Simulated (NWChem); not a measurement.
All runs are NWChem calculations. System: Cl2Se, charge 1, spin multiplicity 2, at the geometry of a parent with another charge or spin, in a state set for the comparison that need not be this species' ground state. Its SCF solution wasn't tested for a lower state. Level: UHF/aug-cc-pVTZ.

Output (cleaned and shortened):

```
             Northwest Computational Chemistry Package (NWChem) 7.3.0
             --------------------------------------------------------

                                NWChem Input Module
                                -------------------

 Scaling coordinates for geometry "geometry" by  1.889725989
 (inverse scale =  0.529177249)

 Turning off AUTOSYM since
 SYMMETRY directive was detected!

                             Geometry "geometry" -> ""
                             -------------------------

 Output coordinates in angstroms (scale by  1.889725989 to convert to a.u.)

  No.       Tag          Charge          X              Y              Z
 ---- ---------------- ---------- -------------- -------------- --------------
    1 Se                  34.0000     0.00000000     0.00000000     0.68410500
    2 Cl                  17.0000    -1.68484900     0.00000000    -0.68410500
    3 Cl                  17.0000     1.68484900     0.00000000    -0.68410500

 Effective nuclear repulsion energy (a.u.)     327.2329627415

            Nuclear Dipole moment (a.u.)
            ----------------------------
        X                 Y               Z
 ---------------- ---------------- ----------------
     0.0000000000     0.0000000000     0.0000000000

      Symmetry information
      --------------------

 Group name             C2v
 Group number             16
 Group order               4
 No. of unique centers     2

      Symmetry unique atoms

     1    2


 Summary of "ao basis" -> "" (spherical)
 ------------------------------------------------------------------------------
       Tag                 Description            Shells   Functions and Types
 ---------------- ------------------------------  ------  ---------------------
 *                        aug-cc-pvtz                 on all atoms

 Summary of "ao basis" -> "ao basis" (spherical)
 ------------------------------------------------------------------------------
       Tag                 Description            Shells   Functions and Types
 ---------------- ------------------------------  ------  ---------------------
 Se                       aug-cc-pvtz               19       59   7s6p4d2f
 Cl                       aug-cc-pvtz               16       50   6s5p3d2f

                                 NWChem SCF Module
                                 -----------------

  ao basis        = "ao basis"
  functions       =   159
  atoms           =     3
[...]
    75      0.265902  2 Cl px               125     -0.265902  3 Cl px
    69      0.263387  2 Cl px               119     -0.263387  3 Cl px
    19      0.184849  1 Se pz

 Vector   36  Occ=0.000000D+00  E=-1.902845D-01  Symmetry=b1
              MO Center= -8.0D-15, -5.9D-15,  4.0D-01, r^2= 4.1D+00
   Bfn.  Coefficient  Atom+Function         Bfn.  Coefficient  Atom+Function
  ----- ------------  ---------------      ----- ------------  ---------------
    14      0.502474  1 Se px                20      0.476980  1 Se px
    77      0.220120  2 Cl pz               127     -0.220120  3 Cl pz
    71      0.215570  2 Cl pz               121     -0.215570  3 Cl pz
    17      0.212488  1 Se px                23      0.177061  1 Se px
    64      0.151300  2 Cl s                114     -0.151300  3 Cl s

 center of mass
 --------------
 x =   0.00000000 y =   0.00000000 z =   0.07799389

 moments of inertia (a.u.)
 ------------------
         247.871111786390           0.000000000000           0.000000000000
           0.000000000000         956.846218007056           0.000000000000
           0.000000000000           0.000000000000         708.975106220665

  Mulliken analysis of the total density
  --------------------------------------

    Atom       Charge   Shell Charges
 -----------   ------   -------------------------------------------------------
    1 Se  34    33.01   2.00  2.00  1.94  1.19  0.42  0.34  0.00  6.00  5.85  2.00  0.76  0.27 -0.00  9.68  0.36  0.18 -0.03  0.03  0.02
    2 Cl  17    17.00   2.00  1.88  1.21  0.20  0.70 -0.00  5.82  2.85  1.03  1.26 -0.01  0.01  0.04  0.01  0.00  0.01
    3 Cl  17    17.00   2.00  1.88  1.21  0.20  0.70 -0.00  5.82  2.85  1.03  1.26 -0.01  0.01  0.04  0.01  0.00  0.01

  Mulliken analysis of the alpha density
  --------------------------------------

    Atom       Charge   Shell Charges
 -----------   ------   -------------------------------------------------------
    1 Se  34    16.99   1.00  1.00  0.97  0.61  0.21  0.16  0.00  3.00  2.92  1.31  0.49  0.19 -0.00  4.84  0.19  0.09 -0.01  0.01  0.01
    2 Cl  17     8.50   1.00  0.94  0.61  0.10  0.35 -0.00  2.91  1.44  0.52  0.62 -0.00  0.00  0.02  0.00  0.00  0.00
    3 Cl  17     8.50   1.00  0.94  0.61  0.10  0.35 -0.00  2.91  1.44  0.52  0.62 -0.00  0.00  0.02  0.00  0.00  0.00

   Mulliken analysis of the beta density
   -------------------------------------

    Atom       Charge   Shell Charges
 -----------   ------   -------------------------------------------------------
    1 Se  34    16.02   1.00  1.00  0.97  0.58  0.21  0.18 -0.00  3.00  2.92  0.69  0.27  0.08  0.00  4.85  0.18  0.09 -0.01  0.02  0.01
    2 Cl  17     8.49   1.00  0.94  0.60  0.10  0.35  0.00  2.91  1.41  0.51  0.64 -0.00  0.00  0.02  0.01  0.00  0.00
    3 Cl  17     8.49   1.00  0.94  0.60  0.10  0.35  0.00  2.91  1.41  0.51  0.64 -0.00  0.00  0.02  0.01  0.00  0.00

   Mulliken analysis of the spin density
   -------------------------------------

    Atom       Charge   Shell Charges
 -----------   ------   -------------------------------------------------------
    1 Se  34     0.98  -0.00  0.00  0.00  0.04 -0.01 -0.01  0.00 -0.00  0.00  0.62  0.22  0.12 -0.00 -0.01  0.01  0.00 -0.00 -0.00 -0.00
    2 Cl  17     0.01   0.00  0.00  0.00  0.00 -0.00 -0.00  0.00  0.03  0.02 -0.03 -0.00  0.00  0.00 -0.00 -0.00 -0.00
    3 Cl  17     0.01   0.00  0.00  0.00  0.00 -0.00 -0.00  0.00  0.03  0.02 -0.03 -0.00  0.00  0.00 -0.00 -0.00 -0.00

       Multipole analysis of the density wrt the origin
       ------------------------------------------------

     L   x y z        total         alpha         beta         nuclear
     -   - - -        -----         -----         ----         -------
     0   0 0 0      1.000000    -34.000000    -33.000000     68.000000

     1   1 0 0     -0.000000     -0.000000      0.000000      0.000000
     1   0 1 0      0.000000      0.000000      0.000000      0.000000
     1   0 0 1      0.567452     -0.226912      0.794364      0.000000

     2   2 0 0    -23.204235   -184.993660   -182.876665    344.666090
     2   1 1 0      0.000000      0.000000      0.000000      0.000000
     2   1 0 1      0.000000      0.000000     -0.000000      0.000000
     2   0 2 0    -29.092352    -16.080407    -13.011945      0.000000
     2   0 1 1      0.000000      0.000000      0.000000      0.000000
     2   0 0 2    -25.666378    -70.959536    -68.352309    113.645466

 Task  times  cpu:       43.7s     wall:       43.7s

 Total times  cpu:       43.7s     wall:       43.7s
```

Question: Write an NWChem input that would produce this output.

Answer: One answer among several that fit: 
```
start mol
memory heap 200 mb stack 900 mb global 1100 mb
charge 1
geometry units angstroms nocenter noautoz
  Se     0.000000     0.000000     0.684105
  Cl    -1.684849     0.000000    -0.684105
  Cl     1.684849     0.000000    -0.684105
  symmetry group C2v
end
basis spherical
  * library aug-cc-pvtz
end
scf
  uhf
  nopen 1
  maxiter 100
  thresh 1e-7
  semidirect memsize 60000000 filesize 0
  # guess.movecs holds the orbitals of an unrestricted PBE0 run
  vectors input guess.movecs output mol.movecs
end
task scf energy
```
